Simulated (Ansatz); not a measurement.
cerium atom (Ce), triplet (typed; the unrestricted solution is spin-contaminated) (core potentials on Ce).

Here is a job for Ansatz (a program for electronic structure).
Ansatz 0.2 input:
```yaml
crystal:
  periodic: [false, false, false]
  atoms:
    - {symbol: Ce, position_ang: [0.00000000, 0.00000000, 0.00000000]}
basis:
  gaussian:
    orbitals: def2-QZVPP.json
hamiltonian:
  xc: hf
magnetization: {spin_polarized: true, initial_magnetization: 2}
```
The basis file holds def2-QZVPP in the JSON format of the Basis Set Exchange.

Question: What does this run give for the <S^2>, total energy, number of basis functions?

Answer: 
- <S^2>: 2.543
- total energy: -473.5347 Eh
- number of basis functions: 141
